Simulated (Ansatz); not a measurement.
Coupled-cluster diagnostics for InP₂⁻ (the lowest singlet isomer of a short search), Ansatz.

Geometry of the singlet (r2SCAN-D4/def2-TZVPD):

```tsv
atom	x (Å)	y (Å)	z (Å)
In1	-0.295	0.170	-1.598
P2	0.253	-1.093	0.672
P3	0.043	0.923	0.926
```

In the def2 sets In takes a core potential; there is no spin–orbit coupling. Correlated methods freeze 14 core orbitals; core or outer-core shells of In are correlated, in sets that lack core-valence functions. In CCSD on the charge 0 doublet the largest single amplitude is 0.19, so its Hartree–Fock determinant may place the open shell otherwise than the density functionals do. At PBE0-D4/def2-TZVPD a singlet of charge -1 lies 0.38 eV below the triplet, each at its own geometry. At PBE0-D4/def2-TZVPD a singlet of charge -1 lies 2.51 eV below the quintet, each at its own geometry. The structure comes from a short search, and lower isomers may exist.

Geometry of the charge -1 triplet (r2SCAN-D4/def2-TZVPD):

```xyz
3

In    1.586    0.027    0.407
P    -0.542    0.172   -1.194
P    -1.044   -0.199    0.788
```

Geometry of the charge -1 quintet (r2SCAN-D4/def2-TZVPD):

```xyz
3

In    0.906   -1.295   -0.251
P     0.284    1.254   -0.346
P    -1.190    0.041    0.597
```

(1) Estimate the CCSD(T) correlation energy, the shares of MP2 and (T), T1 and the reference's ⟨S²⟩ for: charge -1, singlet, own geometry in def2-TZVPPD; charge -1, triplet, own geometry in def2-TZVPPD; charge -1, quintet, own geometry in def2-TZVPPD; charge 0, doublet, vertical in def2-TZVPPD; and the rough time on 4 threads of AMD EPYC 9R45 on a shared host.

Results:

(1) 
```tsv
state	basis	correlation (eV)	MP2 share (%)	(T) share (%)	T1	⟨S²⟩ (pure)	wall time	remarks
charge -1, singlet, own geometry	def2-TZVPPD	-16.916	93.7	5.6	0.021	0.00 (0.00)	4.6 s	large T1 (0.021), restricted SCF unstable
charge -1, triplet, own geometry	def2-TZVPPD	-16.324	92.9	5.4	0.025	2.09 (2.00)	9 s	–
charge -1, quintet, own geometry	def2-TZVPPD	-15.603	92.1	5.2	0.025	6.08 (6.00)	10 s	–
charge 0, doublet, vertical	def2-TZVPPD	-15.972	90.0	5.4	0.056	1.20 (0.75)	11 s	large T1 (0.056), spin-contaminated (⟨S²⟩ 1.20)
```
Customary marks for T1 are 0.02 (closed shells), 0.045 (open shells) and about 0.05 (3d metals). T1 exceeds 0.02 in 4 of 4 rows and 0.045 in 1; the higher it lies, the less the single-reference result can be trusted.
